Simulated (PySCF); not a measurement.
Spectrum to structure. Computed with TDDFT CAM-B3LYP/def2-SVPD, vertical, gas phase, core orbitals frozen in the response in PySCF 2.14.0, density-fitted response routines. Geometries: PBE0-D3(BJ)/def2-SVP, one conformer each. Relativistic effects are left out although some hold elements past zinc.

| state | E (eV) | λ (nm) | f |
| --- | --- | --- | --- |
| S1 | 6.58 | 188.3 | 0.013 |
| S2 | 6.75 | 183.5 | 0.0004 |
| S3 | 6.80 | 182.4 | 0.0044 |
| S4 | 6.98 | 177.6 | 0.0007 |
| S5 | 7.14 | 173.7 | 0.025 |
| S6 | 7.24 | 171.3 | 0.170 |
| S7 | 7.36 | 168.4 | 0.0089 |
| S8 | 7.57 | 163.8 | 0.0024 |
| S9 | 7.70 | 161.0 | 0.0063 |
| S10 | 7.72 | 160.6 | 0.091 |

Question: Which structure fits?
A. `CC(C)C1=CC(CC1)=O`
B. `CC(C)[O][GaH-]1[Cl+][GaH2-][Cl+]1`
C. `CC(C)(C)C1=COC=C1`
D. `C=COC(=O)COCC`

Answer: B. Its S1, at 6.58 eV, is the highest among the candidates; the nearest of the others has S1 at 6.25 eV. S1 is HOMO→LUMO+2 (46%), HOMO→LUMO+1 (37%). Löwdin shares by element: HOMO oxygen 56%, carbon 24% or more, gallium 4% or more (atoms not listed hold the other 16%); LUMO gallium 46%, chlorine 30% (atoms not listed hold the other 24%). At the same level the other candidates give, for their lowest levels:
- `CC(C)C1=CC(=O)CC1`: 4.09 eV (f 0.000); 6.05 eV (f 0.445); 6.92 eV (f 0.001); 6.98 eV (f 0.016); 7.30 eV (f 0.003); T1 3.64 eV; HOMO -8.44, LUMO -0.06 eV
- `CC(C)(C)c1ccoc1`: 6.25 eV (f 0.148); 6.43 eV (f 0.000); 6.92 eV (f 0.006); 7.12 eV (f 0.040); 7.31 eV (f 0.001); T1 4.08 eV; HOMO -7.82, LUMO 1.26 eV
- `C=COC(=O)COCC`: 5.74 eV (f 0.001); 6.54 eV (f 0.454); 7.01 eV (f 0.022); 7.19 eV (f 0.048); 7.42 eV (f 0.016); T1 4.18 eV; HOMO -8.85, LUMO 0.49 eV

Conformer computed: `[CH3:1][CH:2]([CH3:3])[O:4][GaH-:5]1[Cl+:6][GaH2-:7][Cl+:8]1`: C1–C2–O4–Ga5 -47°, C2–O4–Ga5–Cl6 -29°.
Triplets come from the Tamm–Dancoff approximation.
